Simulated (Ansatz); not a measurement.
`[CH3][Al-]([CH3])([F])[SeH2+]`, relaxed with RKS PBE0-D4/def2-TZVP in the Gaussian-basis code of Ansatz from a PBE-D4/def2-SVP geometry. The force threshold is 0.005 eV/Å; the program also tests the step.

The species carries charge 0 and has multiplicity 1.

Start:

```xyz
13

C    -1.550    0.301    1.178
Al   -0.390   -0.129   -0.353
C     0.760   -1.724   -0.457
F    -0.869    0.534   -1.849
Se    1.572    1.734    0.107
H    -1.048    0.143    2.156
H    -1.923    1.347    1.150
H    -2.449   -0.354    1.173
H     1.479   -1.674   -1.302
H     0.144   -2.635   -0.618
H     1.340   -1.898    0.475
H     2.198    1.519   -1.223
H     0.736    2.835   -0.439
```

**Question.** By how much does the energy fall, and how many steps does the optimiser take? (Best estimate.)

**Answer.** Ansatz gave: 4.59 kJ/mol, in 11 steps.

**Question.** Which bonds change most? (Best estimate.)

**Answer.** The calculation gave: Al2–F4 from 1.705 to 1.677 Å; Se5–H13 from 1.486 to 1.468 Å; Se5–H12 from 1.486 to 1.468 Å; C3–H9 from 1.111 to 1.094 Å.

**Question.** Give the relaxed structure. (Best estimate.)

**Answer.** Ansatz gave: 
```xyz
13

C    -1.531    0.298    1.155
Al   -0.365   -0.127   -0.357
C     0.743   -1.737   -0.439
F    -0.804    0.539   -1.833
Se    1.597    1.728    0.074
H    -1.028    0.152    2.117
H    -1.902    1.326    1.123
H    -2.411   -0.355    1.157
H     1.475   -1.702   -1.251
H     0.122   -2.623   -0.612
H     1.285   -1.911    0.496
H     2.104    1.584   -1.297
H     0.714    2.829   -0.332
```
